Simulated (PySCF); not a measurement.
Question: Give a PBE0-D3(BJ)/def2-SVP geometry of `C#CC[C@@H]([SiH3])Cl`.

Answer: 
```
atom  x, y, z in Å
C1     2.0944    0.1553   -0.9380
C2     1.1031   -0.5388   -0.9774
C3    -0.1013   -1.3585   -0.9873
C4    -0.9203   -1.1958    0.2953
Si5   -1.6679    0.5339    0.5884
Cl6   -2.3034   -2.3534    0.2507
H7     2.9785    0.7651   -0.9131
H8    -0.7258   -1.1013   -1.8595
H9     0.1722   -2.4210   -1.1062
H10   -0.3088   -1.4865    1.1628
H11   -2.4665    0.4874    1.8460
H12   -0.5890    1.5576    0.7151
H13   -2.5478    0.8639   -0.5706
```

Any rigid rotation of these coordinates is as good. Atoms count from 1 in this order. Si5 (SiH3 silicon) is tetrahedral (angles from 108.1° to 110.6°). The C–C distances run from 1.211 Å (C1≡C2, drawn triple) to 1.530 Å (C3–C4, drawn single), a spread of 0.319 Å.

Bonds between heavy atoms (Å): C1≡C2 1.211, C2–C3 1.457, C3–C4 1.530, C4–Si5 1.907, C4–Cl6 1.804.

Level of theory: PBE0-D3(BJ)/def2-SVP geometry optimisation, gas phase in PySCF 2.14.0.

Point group: C1 (no symmetry element, even within 0.4 Å). No frequency check. The numbers are those of one conformer (C2–C3–C4–Si5 65°).

On Intel Xeon 6975P-C, one thread (shared host), this took 22 s wall and 0.50 GiB of memory at its peak. These figures are those of the optimisation.
